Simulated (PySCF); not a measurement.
hex-1-yne (C6H10), SMILES C#CCCCC.

Coordinates come from a PBE-D3(BJ)/def2-SVP optimisation. Other conformers were not sampled.

Two levels are set side by side: PBE/def2-TZVP (PySCF) and M06-2X/def2-TZVP (PySCF). Same geometry, gas phase. Differences are taken from unrounded values.

```
quantity                     M06-2X
---------------------------  ------
orbital gap (eV)              10.38
highest occupied level (eV)   -8.83
lowest empty level (eV)        1.54
dipole moment (D)              0.75
mean polarisability (bohr³)    70.2
```

### Question
What does PBE give, and how far is it from M06-2X? (The exact figures need the calculation; the answer reports its results.)

### Answer

```tsv
quantity	PBE	PBE minus M06-2X
orbital gap (eV)	6.25	-4.13
highest occupied level (eV)	-6.35	2.48
lowest empty level (eV)	-0.11	-1.65
dipole moment (D)	0.79	0.04
mean polarisability (bohr³)	73.0	2.8
```

PBE's occupied levels lie high since its potential decays too fast outside the molecule; exact exchange lowers them and widens the gap. PBE's more diffuse valence density responds more strongly to a field. Differences between two approximate levels are no errors against the true value.

Rough cost on one machine, each run with all the roots and properties that it gave: M06-2X against PBE about 3 times.
